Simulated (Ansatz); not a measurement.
Species: C$_{4}$H$_{5}$BOS, SMILES `Bc1cocc1S` (charge 0, multiplicity 1), formula C4H5BOS.

Question: How many basis functions does frozen-core CCSD(T)/cc-pVTZ // PBE0-D3(BJ)/def2-SVP in Ansatz (a quantum-chemistry and plane-wave program) use, how many core orbitals are frozen, and how many electrons are correlated?

Answer: 284 basis functions and 11 frozen orbitals, which leaves 36 correlated electrons. Core time is of the order of minutes.
